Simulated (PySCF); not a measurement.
C₄H₃Cl₂F, SMILES C#C[C@H](F)C(Cl)Cl.

The structure is a stationary point at B3LYP-D3(BJ)/def2-SVP. The structure was generated by enumeration; whether it is a known compound was not checked. One conformer was computed; it need not be the lowest.

All values below come from TDA-PBE/def2-SVPD run with PySCF.

Vertical excitations. Gas-phase values at a fixed geometry.

| state | energy (eV) | λ (nm) | f | main pairs |
|---|---|---|---|---|
| S1 | 5.64 | 220 | 0.003 | HOMO→LUMO 97 % |
| S2 | 5.91 | 210 | 0.006 | HOMO−1→LUMO 84 % |
| S3 | 6.02 | 206 | 0.000 | HOMO−2→LUMO 94 % |
| S4 | 6.04 | 205 | 0.003 | HOMO→LUMO+1 96 % |
| S5 | 6.21 | 200 | 0.014 | HOMO−3→LUMO 70 %, HOMO−3→LUMO+1 15 % |
| S6 | 6.39 | 194 | 0.005 | HOMO−1→LUMO+1 56 %, HOMO→LUMO+2 19 % |
| S7 | 6.46 | 192 | 0.002 | HOMO−2→LUMO+1 83 % |
| S8 | 6.58 | 188 | 0.005 | HOMO→LUMO+3 72 %, HOMO−4→LUMO 20 % |
| S9 | 6.59 | 188 | 0.009 | HOMO−3→LUMO+1 51 %, HOMO−3→LUMO 10 %, HOMO→LUMO+3 9 % |
| S10 | 6.64 | 187 | 0.009 | HOMO−4→LUMO 58 %, HOMO−3→LUMO+1 11 %, HOMO→LUMO+3 11 % |
| T1 | 5.08 | 244 | 0 | HOMO−1→LUMO 35 %, HOMO−1→LUMO+1 25 %, HOMO→LUMO+2 16 %, HOMO→LUMO 7 % |
| T2 | 5.34 | 232 | 0 | HOMO→LUMO 69 %, HOMO→LUMO+1 12 % |
| T3 | 5.57 | 223 | 0 | HOMO→LUMO+2 38 %, HOMO→LUMO+1 29 %, HOMO−1→LUMO 20 % |
| T4 | 5.73 | 217 | 0 | HOMO−2→LUMO 75 % |
Triplets are in the Tamm–Dancoff approximation.
